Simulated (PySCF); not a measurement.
W(NH)(S)(Cl)(Me) (CH4ClNSW), SMILES [CH3][W](=[S])(=[NH])[Cl], multiplicity 1. Heavy atoms are numbered as in [W:1](=[NH:2])(=[S:4])([Cl:5])[CH3:6]. Hydrogens are named by the atom that carries them.

Geometry optimised at PBE0-D3(BJ)/def2-SVP. The multiplicity is an assumed one; no other spin state was optimised. The structure was generated by enumeration; whether it is a known compound was not checked. The def2 effective core potentials stand for the cores of W; spin–orbit coupling is left out.

These are r2SCAN/def2-TZVP run with PySCF values and carry that method's errors.

ESP charges are fitted to the potential on shells at 1.4 to 2.0 van der Waals radii. Atomic charges (e), one atom of each kind:

```
atom      Mulliken  ESP fit  Löwdin
--------  --------  -------  ------
W1            1.11     0.60    0.08
N2 (NH)      -0.56    -0.56   -0.31
H on N2       0.26     0.36    0.16
S4           -0.34    -0.24    0.10
Cl5          -0.33    -0.14    0.07
C6 (CH3)     -0.61    -0.51   -0.50
H on C6       0.16     0.16    0.14
```
